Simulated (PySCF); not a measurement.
## Nuclear quadrupole coupling in `C#CC1=C[C@@H](Cl)C=C1`

Compound: C7H5Cl.
Numbering: `[CH:1]#[C:2][C:3]1=[CH:4][C@@H:5]([Cl:6])[CH:7]=[CH:8]1` (hydrogens: H9 on C1; H10 on C4; H11 on C5; H12 on C7; H13 on C8)

Field gradients from the PBE0/pcSseg-1 density (PySCF, non-relativistic), principal values in atomic units, ordered |Vxx| ≤ |Vyy| ≤ |Vzz|:

```csv
atom,Vxx,Vyy,Vzz
Cl6,-2.0562,-2.1430,4.1992
```

**Question.** Find the asymmetry η = (Vxx − Vyy)/Vzz and the couplings χ = eQV/h (234.96 MHz × Q in barn × V in au), with Q(35Cl) = −0.0817 b.

**Answer.** 
| atom | environment | nucleus | η | χzz (MHz) | χxx (MHz) | χyy (MHz) |
| --- | --- | --- | --- | --- | --- | --- |
| Cl6 | alkyl chlorine | 35Cl | 0.02 | -80.61 | 39.47 | 41.14 |

The gradient is axial or nearly so (η below 0.05) at Cl6. 

**Question.** What is Vzz at Cl6 in SI units (1 au = 9.71736 × 10²¹ V/m²)?

**Answer.** 4.1992 au = 40.805 × 10²¹ V/m².

**Question.** And the gradient at the other heavy atoms, for which no coupling is worked out here?

**Answer.** 
```json
{"atom": "C1", "environment": "terminal alkyne carbon", "Vzz (au)": "-0.294", "η": "0.10"}
{"atom": "C2", "environment": "alkyne carbon", "Vzz (au)": "-0.285", "η": "0.02"}
{"atom": "C3", "environment": "fully substituted alkene carbon", "Vzz (au)": "0.231", "η": "0.81"}
{"atom": "C4", "environment": "alkene CH carbon", "Vzz (au)": "0.241", "η": "0.67"}
{"atom": "C5", "environment": "sp3 C–Cl carbon", "Vzz (au)": "0.443", "η": "0.20"}
{"atom": "C7", "environment": "alkene CH carbon", "Vzz (au)": "0.248", "η": "0.86"}
{"atom": "C8", "environment": "alkene CH carbon", "Vzz (au)": "0.300", "η": "0.65"}
```

Were the hydrogens deuterons (Q(2H) = 0.00286 b), χzz would run from 199 kHz (H11) to 266 kHz (H9).

Isolated species at its GFN2-xTB geometry, gas phase. GFN2-xTB bond lengths can be off by several hundredths of an ångström, more for odd bonds, and the gradients follow them. A larger basis could move these couplings by a tenth or more.
